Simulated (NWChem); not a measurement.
All runs are NWChem calculations. System: FGa, charge 0, spin multiplicity 1, at a geometry optimised with B3LYP/def2-SVP. The structure started from a generated list of species. Level: PBE0/def2-TZVP.

Output (cleaned and shortened):

```
             Northwest Computational Chemistry Package (NWChem) 7.3.0
             --------------------------------------------------------

                                NWChem Input Module
                                -------------------

 Scaling coordinates for geometry "geometry" by  1.889725989
 (inverse scale =  0.529177249)

 Turning off AUTOSYM since
 SYMMETRY directive was detected!

                             Geometry "geometry" -> ""
                             -------------------------

 Output coordinates in angstroms (scale by  1.889725989 to convert to a.u.)

  No.       Tag          Charge          X              Y              Z
 ---- ---------------- ---------- -------------- -------------- --------------
    1 Ga                  31.0000     0.00000000     0.00000000    -0.40186100
    2 F                    9.0000     0.00000000     0.00000000     1.38418800

 Effective nuclear repulsion energy (a.u.)      82.6631590012

            Nuclear Dipole moment (a.u.)
            ----------------------------
        X                 Y               Z
 ---------------- ---------------- ----------------
     0.0000000000     0.0000000000     0.0000018897

      Symmetry information
      --------------------

 Group name             C2v
 Group number             16
 Group order               4
 No. of unique centers     2

      Symmetry unique atoms

     1    2


 Summary of "ao basis" -> "" (spherical)
 ------------------------------------------------------------------------------
       Tag                 Description            Shells   Functions and Types
 ---------------- ------------------------------  ------  ---------------------
 *                         def2-tzvp                  on all atoms

                                 NWChem DFT Module
                                 -----------------

 Summary of "ao basis" -> "ao basis" (spherical)
 ------------------------------------------------------------------------------
       Tag                 Description            Shells   Functions and Types
 ---------------- ------------------------------  ------  ---------------------
 Ga                        def2-tzvp                16       48   6s5p4d1f
 F                         def2-tzvp                11       31   5s3p2d1f

 Summary of "ao basis" -> "ao basis" (spherical)
 ------------------------------------------------------------------------------
       Tag                 Description            Shells   Functions and Types
 ---------------- ------------------------------  ------  ---------------------
 Ga                        def2-tzvp                16       48   6s5p4d1f
 F                         def2-tzvp                11       31   5s3p2d1f

      Symmetry analysis of basis
      --------------------------

        a1         35
        a2          8
        b1         18
        b2         18

            General Information
            -------------------
          SCF calculation type: DFT
          Wavefunction type:  closed shell.
          No. of atoms     :     2
          No. of electrons :    40
           Alpha electrons :    20
            Beta electrons :    20
          Charge           :     0
          Spin multiplicity:     1
          Use of symmetry is: on ; symmetry adaption is: on
          Maximum number of iterations: 100
          AO basis - number of functions:    79
                     number of shells:    27
          Convergence on energy requested:  1.00D-06
          Convergence on density requested:  1.00D-05
          Convergence on gradient requested:  5.00D-04

              XC Information
              --------------
                         PBE0 Method XC Functional
                     Hartree-Fock (Exact) Exchange  0.250
          PerdewBurkeErnzerhof Exchange Functional  0.750
            Perdew 1991 LDA Correlation Functional  1.000 local
           PerdewBurkeErnz. Correlation Functional  1.000 non-local

             Grid Information
             ----------------
          Grid used for XC integration:  medium
          Radial quadrature: Mura-Knowles
          Angular quadrature: Lebedev.
          Tag              B.-S. Rad. Rad. Pts. Rad. Cut. Ang. Pts.
[...]
 !! scf_movecs_sym_adapt:   36 vectors were symmetry contaminated

  Symmetry fudging

 !! scf_movecs_sym_adapt:   36 vectors were symmetry contaminated

   convergence    iter        energy       DeltaE   RMS-Dens  Diis-err    time
 ---------------- ----- ----------------- --------- --------- ---------  ------
 d= 0,ls=0.0,diis     1  -2024.3587264257 -2.11D+03  1.53D-02  9.13D-01     2.1

 !! scf_movecs_sym_adapt:   36 vectors were symmetry contaminated

  Symmetry fudging

 !! scf_movecs_sym_adapt:   36 vectors were symmetry contaminated

 d= 0,ls=0.0,diis     2  -2023.9651618365  3.94D-01  9.68D-03  5.43D+00     2.2

 !! scf_movecs_sym_adapt:   36 vectors were symmetry contaminated

  Symmetry fudging

 !! scf_movecs_sym_adapt:   36 vectors were symmetry contaminated

 d= 0,ls=0.0,diis     3  -2024.4455699594 -4.80D-01  1.20D-03  2.79D-02     2.2

 !! scf_movecs_sym_adapt:   36 vectors were symmetry contaminated

  Symmetry fudging

 !! scf_movecs_sym_adapt:   34 vectors were symmetry contaminated

 d= 0,ls=0.0,diis     4  -2024.4458273128 -2.57D-04  5.29D-04  2.35D-02     2.3

 !! scf_movecs_sym_adapt:   36 vectors were symmetry contaminated

  Symmetry fudging

 !! scf_movecs_sym_adapt:   36 vectors were symmetry contaminated

 d= 0,ls=0.0,diis     5  -2024.4466791037 -8.52D-04  6.27D-05  7.12D-05     2.4

 !! scf_movecs_sym_adapt:   36 vectors were symmetry contaminated

  Symmetry fudging

 !! scf_movecs_sym_adapt:   36 vectors were symmetry contaminated

  Resetting Diis
 d= 0,ls=0.0,diis     6  -2024.4466828060 -3.70D-06  7.34D-06  4.40D-07     2.4

 !! scf_movecs_sym_adapt:   36 vectors were symmetry contaminated

  Symmetry fudging

 !! scf_movecs_sym_adapt:   36 vectors were symmetry contaminated

 d= 0,ls=0.0,diis     7  -2024.4466828715 -6.55D-08  1.34D-06  1.52D-08     2.5

         Total DFT energy =    -2024.446682871491
      One electron energy =    -2989.283147677373
           Coulomb energy =      967.379056393051
    Exchange-Corr. energy =      -85.205750588359
 Nuclear repulsion energy =       82.663159001190

 Numeric. integr. density =       39.999995185095

     Total iterative time =      1.6s

                  Occupations of the irreducible representations
                  ----------------------------------------------

                     irrep           alpha         beta
                     --------     --------     --------
                     a1               11.0         11.0
                     a2                1.0          1.0
                     b1                4.0          4.0
                     b2                4.0          4.0

                       DFT Final Molecular Orbital Analysis
                       ------------------------------------

 Vector   18  Occ=2.000000D+00  E=-3.850285D-01  Symmetry=b2
              MO Center=  2.8D-16,  1.3D-15,  1.3D+00, r^2= 6.3D-01
   Bfn.  Coefficient  Atom+Function         Bfn.  Coefficient  Atom+Function
  ----- ------------  ---------------      ----- ------------  ---------------
    55      0.481661  2 F  py                58      0.395621  2 F  py
    61      0.274447  2 F  py                17      0.091592  1 Ga py
    23     -0.078180  1 Ga d -1              20      0.055721  1 Ga py
    11     -0.041133  1 Ga py                38      0.030119  1 Ga d -1

 Vector   19  Occ=2.000000D+00  E=-3.850285D-01  Symmetry=b1
              MO Center= -4.0D-16, -3.8D-17,  1.3D+00, r^2= 6.3D-01
   Bfn.  Coefficient  Atom+Function         Bfn.  Coefficient  Atom+Function
  ----- ------------  ---------------      ----- ------------  ---------------
    54      0.481661  2 F  px                57      0.395621  2 F  px
    60      0.274447  2 F  px                16      0.091592  1 Ga px
    25      0.078180  1 Ga d  1              19      0.055721  1 Ga px
    10     -0.041133  1 Ga px                40     -0.030119  1 Ga d  1

 Vector   20  Occ=2.000000D+00  E=-2.863333D-01  Symmetry=a1
              MO Center= -6.6D-16,  4.1D-16, -4.8D-01, r^2= 2.4D+00
   Bfn.  Coefficient  Atom+Function         Bfn.  Coefficient  Atom+Function
  ----- ------------  ---------------      ----- ------------  ---------------
     5      0.534223  1 Ga s                  6      0.507034  1 Ga s
    56      0.241242  2 F  pz                 4     -0.229027  1 Ga s
    18     -0.215032  1 Ga pz                59      0.195772  2 F  pz
     3     -0.181708  1 Ga s                 62      0.159664  2 F  pz
    12      0.098012  1 Ga pz                21     -0.097654  1 Ga pz

 Vector   21  Occ=0.000000D+00  E=-5.047605D-02  Symmetry=b1
              MO Center=  2.6D-16,  7.8D-17, -5.1D-01, r^2= 3.8D+00
   Bfn.  Coefficient  Atom+Function         Bfn.  Coefficient  Atom+Function
  ----- ------------  ---------------      ----- ------------  ---------------
    19      0.696270  1 Ga px                16      0.435658  1 Ga px
    10     -0.174772  1 Ga px                54     -0.124217  2 F  px
    60     -0.118314  2 F  px                57     -0.095231  2 F  px
    40      0.074846  1 Ga d  1               7      0.066585  1 Ga px
    13     -0.038581  1 Ga px                25     -0.027766  1 Ga d  1

 Vector   22  Occ=0.000000D+00  E=-5.047605D-02  Symmetry=b2
              MO Center= -9.2D-17,  3.8D-17, -5.1D-01, r^2= 3.8D+00
   Bfn.  Coefficient  Atom+Function         Bfn.  Coefficient  Atom+Function
  ----- ------------  ---------------      ----- ------------  ---------------
    20      0.696270  1 Ga py                17      0.435658  1 Ga py
    11     -0.174772  1 Ga py                55     -0.124217  2 F  py
    61     -0.118314  2 F  py                58     -0.095231  2 F  py
    38     -0.074846  1 Ga d -1               8      0.066585  1 Ga py
    14     -0.038581  1 Ga py                23      0.027766  1 Ga d -1

 Vector   23  Occ=0.000000D+00  E= 2.993463D-02  Symmetry=a1
              MO Center= -3.6D-15, -1.3D-15, -4.9D-01, r^2= 5.1D+00
   Bfn.  Coefficient  Atom+Function         Bfn.  Coefficient  Atom+Function
  ----- ------------  ---------------      ----- ------------  ---------------
    21      0.959372  1 Ga pz                53     -0.407280  2 F  s
     6      0.307265  1 Ga s                 18      0.247086  1 Ga pz
    39     -0.165735  1 Ga d  0               5      0.136254  1 Ga s
    62      0.131881  2 F  pz                56      0.115871  2 F  pz
    59      0.111854  2 F  pz                12     -0.105799  1 Ga pz

 center of mass
 --------------
 x =   0.00000000 y =   0.00000000 z =  -0.03011542

 moments of inertia (a.u.)
 ------------------
         169.658136219195           0.000000000000           0.000000000000
           0.000000000000         169.658136219195           0.000000000000
           0.000000000000           0.000000000000           0.000000000000

     Multipole analysis of the density
     ---------------------------------

     L   x y z        total         alpha         beta         nuclear
     -   - - -        -----         -----         ----         -------
     0   0 0 0     -0.000000    -20.000000    -20.000000     40.000000

     1   1 0 0     -0.000000     -0.000000     -0.000000      0.000000
     1   0 1 0     -0.000000     -0.000000     -0.000000      0.000000
     1   0 0 1     -0.870893     -0.435447     -0.435447      0.000002

     2   2 0 0    -14.085041     -7.042520     -7.042520      0.000000
     2   1 1 0     -0.000000     -0.000000     -0.000000      0.000000
     2   1 0 1      0.000000      0.000000      0.000000      0.000000
     2   0 2 0    -14.085041     -7.042520     -7.042520      0.000000
     2   0 1 1      0.000000      0.000000      0.000000      0.000000
     2   0 0 2    -19.027137    -49.241744    -49.241744     79.456352

 Task  times  cpu:        2.5s     wall:        2.5s

 Total times  cpu:        2.5s     wall:        2.5s
```

Question: Write an NWChem input that would produce this output.

Answer: Several could match; the one computed here: 
```
start mol
memory heap 200 mb stack 900 mb global 1100 mb
geometry units angstroms nocenter noautoz
  Ga     0.000000     0.000000    -0.401861
  F      0.000000     0.000000     1.384188
  symmetry group C2v
end
basis spherical
  * library def2-tzvp
end
dft
  xc pbe0
  semidirect memsize 60000000 filesize 0
  iterations 100
end
task dft energy
```
